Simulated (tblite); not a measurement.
Species: C6H10FSi (charge +1).
Atom-mapped SMILES: `[CH3:1][C:2]#[C:3][CH2:4][Si+:5]([CH3:6])[CH2:7][F:8]` (hydrogens: H9, H10, H11 on C1; H12, H13 on C4; H14, H15, H16 on C6; H17, H18 on C7)
Bond orders are those of one Lewis drawing.

Computed with GFN2-xTB (tblite), gas phase: Langevin dynamics at 300 K from the optimised GFN2-xTB geometry, time step 0.5 fs, friction 0.01 fs⁻¹, 2000 steps.

Start geometry:
```
atom  x, y, z in Å
C1      3.394    1.453   -0.743
C2      2.174    0.757   -1.060
C3      1.164    0.178   -1.347
C4     -0.053   -0.537   -1.719
Si5    -1.285   -0.483   -0.282
C6     -1.778    1.012    0.737
C7     -2.037   -2.166    0.250
F8     -2.878   -1.929    1.306
H9      3.989    1.582   -1.646
H10     3.972    0.885   -0.016
H11     3.164    2.434   -0.330
H12     0.207   -1.570   -1.987
H13    -0.465   -0.067   -2.619
H14    -0.903    1.560    1.093
H15    -2.380    1.716    0.156
H16    -2.371    0.712    1.607
H17    -1.286   -2.887    0.595
H18    -2.636   -2.644   -0.534
```

The statistics below take the 31 frames saved every 25 fs from 250 to 1000 fs; their kinetic temperature (all 3N coordinates) averages 286 K.

Task: Give the mean, spread and extremes of the bond lengths.

Result: 
```csv
bond,start (Å),mean (Å),standard deviation (Å),shortest (Å),longest (Å)
C1–C2,1.439,1.445,0.031,1.384,1.501
C2≡C3,1.199,1.203,0.014,1.178,1.227
C3–C4,1.460,1.467,0.029,1.416,1.508
C4–Si5,1.893,1.901,0.044,1.834,2.043
Si5–C6,1.875,1.893,0.051,1.807,1.990
Si5–C7,1.919,1.937,0.039,1.863,2.049
C7–F8,1.371,1.375,0.024,1.332,1.410
C1–H9,1.089,1.096,0.021,1.058,1.153
C1–H10,1.089,1.092,0.031,1.033,1.158
C1–H11,1.089,1.086,0.024,1.024,1.131
C4–H12,1.099,1.107,0.036,1.022,1.192
C4–H13,1.096,1.103,0.021,1.057,1.139
C6–H14,1.092,1.096,0.030,1.036,1.157
C6–H15,1.092,1.092,0.024,1.042,1.134
C6–H16,1.095,1.096,0.029,1.039,1.148
C7–H17,1.097,1.102,0.028,1.051,1.164
C7–H18,1.096,1.103,0.025,1.062,1.170
```

Task: Give the same statistics for bond angles, one of each kind among heavy atoms.

Result: 
```
    angle  start (°)  mean (°)  standard deviation (°)  smallest (°)  largest (°)
 C1–C2–C3      178.9     171.8                     5.0         156.6        179.3
 C2–C3–C4      178.9     171.0                     3.9         162.2        177.8
C3–C4–Si5      109.6     109.9                     4.7         103.2        125.3
C4–Si5–C6      127.3     124.5                     5.5         114.8        139.5
C4–Si5–C7      116.1     117.9                     4.6         103.9        125.6
C6–Si5–C7      116.5     117.2                     6.0         105.0        130.2
Si5–C7–F8      107.6     107.6                     4.1         101.2        119.7
```

Task: How far does each atom move about its mean position (frames aligned on the start, all atoms weighted alike), and what rms force does it feel?

Result: 
| atom | rms displacement (Å) | rms force (eV/Å) |
| --- | --- | --- |
| C1 | 0.25 | 2.09 |
| C2 | 0.18 | 1.88 |
| C3 | 0.21 | 1.99 |
| C4 | 0.24 | 1.67 |
| Si5 | 0.16 | 1.71 |
| C6 | 0.27 | 1.96 |
| C7 | 0.21 | 1.49 |
| F8 | 0.65 | 0.81 |
| H9 | 0.50 | 0.75 |
| H10 | 0.72 | 1.03 |
| H11 | 0.69 | 0.95 |
| H12 | 0.33 | 1.07 |
| H13 | 0.39 | 0.74 |
| H14 | 0.82 | 1.01 |
| H15 | 0.71 | 0.86 |
| H16 | 0.44 | 0.99 |
| H17 | 0.75 | 0.95 |
| H18 | 0.81 | 0.81 |

The displacements run from 0.16 to 0.82 Å.

Task: Follow the torsions C3–C4–Si5–C6 and C4–Si5–C7–F8 through every second one of these frames.

Result: 
```json
{"t (fs)": "250", "C3–C4–Si5–C6 (°)": "10", "C4–Si5–C7–F8 (°)": "130"}
{"t (fs)": "300", "C3–C4–Si5–C6 (°)": "19", "C4–Si5–C7–F8 (°)": "122"}
{"t (fs)": "350", "C3–C4–Si5–C6 (°)": "14", "C4–Si5–C7–F8 (°)": "118"}
{"t (fs)": "400", "C3–C4–Si5–C6 (°)": "21", "C4–Si5–C7–F8 (°)": "126"}
{"t (fs)": "450", "C3–C4–Si5–C6 (°)": "40", "C4–Si5–C7–F8 (°)": "132"}
{"t (fs)": "500", "C3–C4–Si5–C6 (°)": "40", "C4–Si5–C7–F8 (°)": "141"}
{"t (fs)": "550", "C3–C4–Si5–C6 (°)": "41", "C4–Si5–C7–F8 (°)": "151"}
{"t (fs)": "600", "C3–C4–Si5–C6 (°)": "30", "C4–Si5–C7–F8 (°)": "163"}
{"t (fs)": "650", "C3–C4–Si5–C6 (°)": "35", "C4–Si5–C7–F8 (°)": "178"}
{"t (fs)": "700", "C3–C4–Si5–C6 (°)": "39", "C4–Si5–C7–F8 (°)": "-155"}
{"t (fs)": "750", "C3–C4–Si5–C6 (°)": "34", "C4–Si5–C7–F8 (°)": "-135"}
{"t (fs)": "800", "C3–C4–Si5–C6 (°)": "55", "C4–Si5–C7–F8 (°)": "-125"}
{"t (fs)": "850", "C3–C4–Si5–C6 (°)": "51", "C4–Si5–C7–F8 (°)": "-132"}
{"t (fs)": "900", "C3–C4–Si5–C6 (°)": "37", "C4–Si5–C7–F8 (°)": "-157"}
{"t (fs)": "950", "C3–C4–Si5–C6 (°)": "40", "C4–Si5–C7–F8 (°)": "-176"}
{"t (fs)": "1000", "C3–C4–Si5–C6 (°)": "50", "C4–Si5–C7–F8 (°)": "-175"}
```

Largest departure from the start value over all these frames: C3–C4–Si5–C6 44° (start 47°), C4–Si5–C7–F8 64° (start 179°).

Task: How widely does the potential energy scatter, against a harmonic estimate?

Result: Mean 0.57 eV above the start, standard deviation 0.141 eV, range 0.34 to 0.92 eV. For 48 classical harmonic modes at 300 K the canonical values are 48kT/2 = 0.62 eV and kT·√(48/2) = 0.127 eV.

The run is classical and short, so these are rough statistics of one trajectory.

What follows is the cost of the whole dynamics run. The run took 15 s on one thread of an Arm Neoverse V1, on a shared host.
